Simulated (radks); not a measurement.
All-electron atom: a nucleus of charge 5.4 with 4 electrons in [He] 2s2. Calculated with a radial shooting solver on a logarithmic mesh with Libxc functionals: scalar-relativistic Kohn-Sham, PBE, spin-polarised, spherical densities, point nucleus.

Normalised radial functions P(r) = r R(r), r in bohr:

```
   r/bohr * 1s, o 2s (the largest magnitude, 1.63, reaches the edge; | marks zero, & curves that meet)
  0.02824                             | o      *
  0.03449                             |  o       *
  0.04246                             |  o         *
  0.05186                             |   o          *
  0.06335                             |   o             *
  0.07799                             |    o              *
  0.09526                             |    o                *
   0.1164                             |     o                 *
   0.1433                             |     o                   *
    0.175                             |     o                    *
   0.2137                             |     o                    *
    0.261                             |    o                    *
   0.3214                             |  o                    *
   0.3925                             |o                  *
   0.4794                           o |               *
   0.5903                        o    |           *
    0.721                     o       |       *
   0.8806                  o          |   *
    1.084                o            | *
    1.324               o             |*
    1.617                o            *
    1.976                  o          *
    2.432                      o      *
    2.971                        o    *
    3.629                           o *
    4.468                            o*
    5.457                             &
```

1s: eigenvalue -236.30 eV, 0 radial nodes, <r> = 0.303 bohr, 90 % of the charge inside 0.544 bohr. 2s: eigenvalue -27.030 eV, 1 radial node at r = 0.420 bohr, <r> = 1.58 bohr, 90 % of the charge inside 2.47 bohr.
